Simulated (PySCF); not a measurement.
Correlation energy of Re (rhenium, neutral)

[Xe] 4f14 5d5 6s2, high-spin 6S determinant. Computed with PySCF 2.14 in aug-cc-pVDZ-PP with ECP60MDF (5s5p4d2f, 54 functions), with a scalar-relativistic core potential. Frozen: 5s2 5p6; 7 electrons correlated.

```json
{"level": "CCSD", "correlation energy (mhartree)": "-121.84"}
{"level": "(T)", "correlation energy (mhartree)": "-4.05"}
{"level": "CCSD(T)", "correlation energy (mhartree)": "-125.89"}
```

Diagnostics: T1 = 0.025, D1 = 0.0877, largest double amplitude 0.047.

Problem. Is a single reference adequate?

Solution. Yes, within this model without spin-orbit coupling: T1 lies below 0.03 and no double amplitude reaches 0.07.
